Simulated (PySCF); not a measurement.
C₄H₇FO₂, SMILES C[C@@]1([C@H]([C@H]1O)O)F. Atoms are numbered in the order given.

```xyz
14

C      0.8539    -1.1063     1.6599
C      0.4086    -0.3872     0.4313
F      1.2203    -0.6193    -0.6471
C     -1.0408    -0.2592     0.0398
O     -1.3157    -0.2893    -1.3190
C     -0.2512     0.9668     0.4602
O      0.0221     1.8814    -0.5234
H      1.8609    -0.7752     1.9557
H      0.1664    -0.8984     2.4920
H      0.8734    -2.1945     1.4933
H     -1.8238    -0.6794     0.6831
H     -0.6571    -0.8598    -1.7379
H     -0.4430     1.4079     1.4456
H     -0.4342     1.5519    -1.3151
```

The structure is a stationary point at PBE0-D3(BJ)/def2-SVP. The structure was generated by enumeration; whether it is a known compound was not checked. One conformer was computed; it need not be the lowest.

Level of theory: PBE/def2-TZVP (PySCF).

The total energy is -406.58620 hartree, the highest occupied level comes out as -5.58 eV and the lowest empty level comes out as -0.32 eV. The orbital gap comes out as 5.25 eV and the dipole moment is 2.37 D. The quadrupole, principal values (traceless, Buckingham form, about the centre of nuclear charge) is -4.82, -2.61, 7.43 D·Å. The mean static polarisability is 56.6 bohr³ (8.38 Å³) and the polarisability, principal values is 51.3, 55.1, 63.3 bohr³.
